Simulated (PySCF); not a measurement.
A PySCF script (with the pyscf-properties extension) for the NMR shieldings of `C=C[P@](C)(=S)CC`, C₅H₁₁PS, on a GFN2-xTB geometry:

```python
import basis_set_exchange as bse
import numpy as np
from pyscf import gto, dft
from pyscf.prop import nmr

atoms = """
C    -1.996648   -1.448767    0.660623
C    -1.165902   -0.443910    0.874446
P    -0.338055    0.377101   -0.524356
C    -0.719249    2.157389   -0.253979
S    -0.807297   -0.293456   -2.280084
C     1.457853    0.257798   -0.086832
C     1.914769   -1.189194   -0.184588
H    -2.508430   -1.966304    1.455972
H    -2.187345   -1.783089   -0.349014
H    -0.937962   -0.070242    1.864786
H    -0.140007    2.742440   -0.967645
H    -0.484655    2.468015    0.761869
H    -1.779141    2.310609   -0.454208
H     1.615688    0.661362    0.916231
H     1.998324    0.881769   -0.805139
H     2.986861   -1.270389   -0.016895
H     1.397691   -1.803460    0.551787
H     1.684746   -1.581355   -1.174632
"""
names = dict.fromkeys(["C", "P", "S", "H"], "pcSseg-1")
basis = {el: gto.basis.parse(bse.get_basis(n, elements=[el], fmt="nwchem")) for el, n in names.items()}
mol = gto.M(atom=atoms, basis=basis, charge=0, verbose=0)
mf = dft.RKS(mol, xc="PBE0")
mf.grids.level = 2
mf.grids.alignment = dft.numint.BLKSIZE   # the property module wants whole blocks of grid points
mf.conv_tol = 1e-9
mf.kernel()

calc = nmr.RKS(mf)   # GIAO
C = mf.mo_coeff
Co = C[:, mf.mo_occ > 0]
resp = mf.gen_response(singlet=True, hermi=2)
def vind(x):   # induced exchange potential for any number of trial vectors
    d = np.einsum("pi,xij,qj->xpq", C, 2 * x.reshape(-1, C.shape[1], Co.shape[1]), Co, optimize=True)
    return np.einsum("xpq,pi,qj->xij", resp(d - d.transpose(0, 2, 1)), C, Co, optimize=True).ravel()
mo1, _ = nmr.rhf.solve_mo1(calc, with_cphf=vind)
sigma = calc.kernel(mo1)
for i, s in enumerate(sigma):   # ppm
    w = np.linalg.eigvalsh((s + s.T) / 2)
    print("%2d %-2s iso %8.1f  s11 %8.1f  s22 %8.1f  s33 %8.1f" % (i, mol.atom_pure_symbol(i), w.mean(), *w))
```

**Question.** What are the results?

**Answer.** 
```
 0 C  iso     40.1  s11    -88.1  s22     31.0  s33    177.4
 1 C  iso     46.7  s11    -64.8  s22     52.0  s33    152.9
 2 P  iso    294.1  s11    221.8  s22    232.4  s33    428.1
 3 C  iso    160.8  s11    143.2  s22    150.4  s33    188.8
 4 S  iso    804.8  s11    685.6  s22    855.7  s33    873.2
 5 C  iso    154.1  s11    142.4  s22    146.7  s33    173.1
 6 C  iso    178.9  s11    172.6  s22    176.3  s33    187.8
 7 H  iso     25.0  s11     21.9  s22     24.7  s33     28.4
 8 H  iso     24.7  s11     20.3  s22     22.8  s33     31.1
 9 H  iso     25.4  s11     22.8  s22     24.8  s33     28.5
10 H  iso     30.1  s11     26.5  s22     27.9  s33     35.8
11 H  iso     30.3  s11     25.9  s22     27.8  s33     37.1
12 H  iso     30.1  s11     26.2  s22     28.0  s33     36.1
13 H  iso     30.0  s11     25.6  s22     28.9  s33     35.5
14 H  iso     30.1  s11     25.9  s22     28.9  s33     35.6
15 H  iso     30.6  s11     25.4  s22     27.4  s33     39.1
16 H  iso     31.1  s11     25.7  s22     30.8  s33     36.8
17 H  iso     30.0  s11     24.0  s22     31.3  s33     34.6
```

These numbers come from an equivalent density-fitted implementation of the same equations, which agrees with the script to about 0.01 ppm for H and up to a few tenths of a ppm for heavy atoms, so last digits may differ.

**Question.** Turn these shieldings into chemical shifts. Shifts are taken against calculated references (same method and geometry level): 13C (σ = 186.93 ppm), 1H (σ = 31.72 ppm) vs TMS; H3PO4 for 31P (σ = 318.38 ppm); 33S (σ = 503.73 ppm) vs CS2.

**Answer.** Averaging equivalent atoms: C 0: 146.8; C 1: 140.2; C 5: 32.8; C 3: 26.1; C 6: 8.0; P 2: 24.3; S 4: -301; H 8: 7.00; H 7: 6.71; H 9: 6.34; H 13: 1.69; H 14: 1.58; H 10/11/12: 1.58; H 15/16/17: 1.15 ppm. Experimental scales use liquid or dissolved standards, which lie at an offset from isolated H3PO4.

Size and cost of the density-fitted run: 188 basis functions, 33 s wall time on 1 thread of an Arm Neoverse V1, shared host; peak memory 0.85 GiB.
